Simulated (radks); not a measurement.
Problem. The silicon ion Si3+, [Ne] 3s1. All-electron calculation, non-relativistic Kohn-Sham, r2SCAN, spin-polarised, spherical densities, point nucleus; meta-GGA in the generalised Kohn-Sham scheme. Program: a radial shooting solver on a logarithmic mesh with Libxc functionals. Every spin shell is full or empty, so the densities are truly spherical. Functionals are evaluated on that one density, not self-consistently. Rank these exchange functionals by their error against the exact value of the orbitals, and give that value: LDA, revPBE, PW91, OPTX, EV93, TPSS, r2SCAN, TASK, MVS.

Solution. Exact: -19.4991 hartree. From best to worst, with 100 (|E| - |E exact|)/|E exact| (equal figures are ties): OPTX -0.01, r2SCAN +0.06, revPBE -0.10, PW91 -0.19, MVS -0.19, TPSS +0.26, EV93 +1.51, TASK -2.77, LDA -8.46.
